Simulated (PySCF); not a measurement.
# Identify the compound

Molecular formula: CH₁₁NOSi₃. Simulated spectra:

1H NMR (500 MHz, computed): δ 5.16 (s, 3H), 3.19 (s, 3H), 0.52 (br s, 2H), 0.28 (s, 3H).

13C{1H} NMR (computed): δ 6.2 (CH3).

Calculated, not measured (PySCF): GFN2-xTB geometry, shielding tensors at PBE0/pcSseg-1 (GIAO). In vacuum, relativity neglected, one averaged value for each set of equivalent atoms, single conformer.

References, each an isolated molecule treated in the same way: 1H and 13C against TMS.

Choose the structure that fits.
A. C[Si@](O)([SiH3])[SiH2]N
B. C[Si@](N)([SiH3])O[SiH3]
C. C[SiH2][Si@@H](N)O[SiH3]

Results:

B. 

1. Rings plus π bonds: 0.
2. Carbon types of the structure: 1 × CH3, leaving 8 H on heteroatoms.
3. δC 6.2: methyl carbon bonded to Si; an electropositive neighbour leaves it electron-rich and shielded.
4. δH 5.16: hydrogen on a silicon bonded to O.
5. δH 3.19: hydrogen on a silicon bonded to Si.
6. δH 0.52: hydrogen on a nitrogen bonded to Si; exchangeable; this is the value without hydrogen bonding to other molecules.
7. δH 0.28: hydrogen on a methyl carbon bonded to Si; an electropositive neighbour shields it, as in TMS itself.

The others: C[SiH2][Si@@H](N)O[SiH3] would give 5 signals for carbon-bound and other non-exchanging H, not 3; C[Si@](O)([SiH3])[SiH2]N would give 4 signals for carbon-bound and other non-exchanging H, not 3.

OH and NH positions are those of a molecule without intermolecular hydrogen bonds; in solution they move with solvent, concentration and temperature, and exchange usually removes their couplings. Shifts are as computed. Against solution values, carbons near 30 ppm lie about +3 ppm off and those near 130 ppm about +5 ppm. Of 1211 compounds with measured shifts, 218 miss one by over three times the rms of a fit or turn the order of signals round; such compounds aren't used in these exercises. No couplings were computed; multiplicities are counted from neighbouring protons, with m where these are inequivalent, close in shift, in a saturated or five-membered ring or joined by F or P, and br s for small geminal =CH2 splittings.
